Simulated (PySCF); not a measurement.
**Two-component Hartree-Fock for C (carbon, neutral)**

Start: [He] 2s2 2p2; 2p3/2 filled at m_j = +1/2, +3/2. Calculated with PySCF 2.14 in x2c-SVPall-2c with one added diffuse shell of s type (4s2p1d, 15 functions): generalised Hartree-Fock with the X2C-1e Hamiltonian and a Gaussian nucleus; one run each with spin-orbit coupling (SO) switched off, then screened by Boettger's factors. This is a chosen level, not necessarily the ground level.

```csv
spinor shell,electrons,"ε, spin-free (eV)","ε, screened SO (eV)",weight of nominal j (screened SO),"rms radius, screened SO (bohr)"
1s1/2,2,-308.19,-308.19,1.000,0.312
2s1/2,2,-18.834,-18.835,1.000,1.78
2p3/2,2,-11.956,-11.955,0.832,1.89
```

| quantity | spin-free | screened SO |
| --- | --- | --- |
| E (hartree) | -37.65831 | -37.65823 |
| M_J | 2 | 2 |
| ⟨J²⟩ | 6.008 | 6.008 |
| ⟨L²⟩ | 2.002 | 2.002 |
| ⟨S²⟩ | 2.006 | 2.006 |

Each row is a mean over spinors that exchange with the open shell spreads, by up to 6.681 eV (2s1/2).

Rows whose weight is well below 1 are mixtures of j = l ± 1/2: exchange outweighs spin-orbit coupling there, and the label is only the starting occupation.

Without spin-orbit coupling the j labels of p, d and f shells carry no meaning; the spin-free column gives the mean over the occupied spinors of each nl shell.
